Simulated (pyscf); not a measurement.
Optimised with ωB97X-D3(BJ)/def2-SVP in PySCF. Singlets are restricted, triplets unrestricted.

Singlet (Å):
```xyz
9

C      0.8192    -0.8774    -0.0162
Sn    -0.4536     0.3524    -1.3093
C     -0.3331     2.0703     0.0466
H      0.9681    -1.8991    -0.3962
H      0.3783    -0.9331     0.9944
H      1.8054    -0.3921     0.0907
H     -0.7493     1.7869     1.0295
H     -0.8725     2.9552    -0.3228
H      0.7245     2.3401     0.2123
```

Triplet (Å):
```xyz
9

C     -1.8263    -1.7180    -0.9390
Sn    -0.5854    -0.4678     0.3478
C      1.5185    -0.2796    -0.1974
H     -1.8127    -1.3074    -1.9589
H     -1.4303    -2.7437    -0.9343
H     -2.8567    -1.7208    -0.5586
H      1.9954    -1.2689    -0.1458
H      2.0155     0.4048     0.5034
H      1.5875     0.1257    -1.2172
```

Question: For these two minima of `[CH3][Sn][CH3]`, which spin state lies lower at ωB97X-D3(BJ)/def2-TZVP, and by how much (electronic energies)?

Answer: The singlet, by 33.9 kcal/mol. Zero-point energy shifts E(triplet) − E(singlet) by +0.7 kcal/mol. The 7 functionals that were run give +25.3 (M06-2X) to +33.9 kcal/mol (ωB97X-D3(BJ)/def2-TZVP). Other isomers of H₃C–Sn:–CH₃ [singlet] were not searched in full and may lie lower. 

E(triplet) − E(singlet) by level (kcal/mol):

```
level                     gap
----------------------  -----
ωB97X-D3(BJ)/def2-TZVP  +33.9
PBE/def2-TZVP           +30.4
r²SCAN/def2-TZVP        +27.1
B3LYP-D3(BJ)/def2-TZVP  +32.8
PBE0-D3(BJ)/def2-TZVP   +29.0
M06-2X/def2-TZVP        +25.3
ωB97M-D3(BJ)/def2-TZVP  +32.5
HF/def2-TZVP            +16.2
```

The triplet is the lowest one reached from the SCF start used. Elements past Kr carry the def2 core potentials, without spin-orbit coupling.
